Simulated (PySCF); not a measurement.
CHF₂NO₂Si, SMILES O=C=N[Si](O)(F)F.

The structure is a stationary point at PBE-D3(BJ)/def2-SVP. This is a generated structure with no PubChem entry under its InChIKey; it may be hypothetical. One conformer was computed; it need not be the lowest.

Computed with PBE/def2-TZVP run with PySCF.

Symmetry labels are those of the subgroup Cs that the program uses (full group Cs).

Q: List the valence orbital energies around the gap with their symmetry. (The exact figures need the calculation; the answer reports its results.)

A: 
```json
[
 {"orbital": "HOMO−7", "symmetry": "A'", "energy (eV)": "-11.15"},
 {"orbital": "HOMO−6", "symmetry": "A'", "energy (eV)": "-10.88"},
 {"orbital": "HOMO−5", "symmetry": "A\"", "energy (eV)": "-10.58"},
 {"orbital": "HOMO−4", "symmetry": "A\"", "energy (eV)": "-10.24"},
 {"orbital": "HOMO−3", "symmetry": "A'", "energy (eV)": "-9.59"},
 {"orbital": "HOMO−2", "symmetry": "A\"", "energy (eV)": "-8.77"},
 {"orbital": "HOMO−1", "symmetry": "A'", "energy (eV)": "-8.09"},
 {"orbital": "HOMO", "symmetry": "A\"", "energy (eV)": "-8.03"},
 {"orbital": "LUMO", "symmetry": "A'", "energy (eV)": "-1.04"},
 {"orbital": "LUMO+1", "symmetry": "A\"", "energy (eV)": "-0.93"},
 {"orbital": "LUMO+2", "symmetry": "A'", "energy (eV)": "-0.74"},
 {"orbital": "LUMO+3", "symmetry": "A'", "energy (eV)": "0.33"}
]
```
